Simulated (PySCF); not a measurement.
# Electron correlation in Tc²⁺ (technetium, charge +2)

[Kr] 4d4 5p1, one real determinant (an excited configuration). Calculation: PySCF 2.14, in def2-QZVPPD with the def2 core potential (28 electrons) (7s5p4d4f2g, 88 functions); a scalar-relativistic core potential. Frozen: nothing; 13 electrons correlated.

```tsv
level	correlation energy (mhartree)
CCSD	-375.92
(T)	-9.39
CCSD(T)	-385.31
```

Diagnostics: T1 = 0.0075, D1 = 0.0360, largest double amplitude 0.031.

Q: Is a single reference adequate?

A: Yes, within this model without spin-orbit coupling: T1 lies below 0.03 and no double amplitude reaches 0.07.

The reference is one real determinant that mixes LS terms of this configuration.

The basis has no tight functions for the innermost shells, so their pair energies are far from complete.

This basis was not built for core-valence correlation, so the inner-shell part is incomplete.
